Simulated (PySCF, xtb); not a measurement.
HfF3, SMILES [F][Hf+]([F])[F], charge +1, multiplicity 1.

GFN2-xTB in xtb 6.7.1 at its own geometry gives an orbital gap of 4.45 eV.

Coordinates come from a PBE0-D3(BJ)/def2-TZVP optimisation. The spin state was assumed, not searched. The isomer is the one that the SMILES or the coordinates give; other isomers of the formula were not compared. The def2 effective core potentials stand for the cores of Hf; spin–orbit coupling is left out.

### Question
What does PBE/def2-TZVPD run with PySCF give? (An estimate is asked for; the answer gives what the named calculation found.)

### Answer
gap 5.74 eV (levels -16.15 and -10.41 eV).
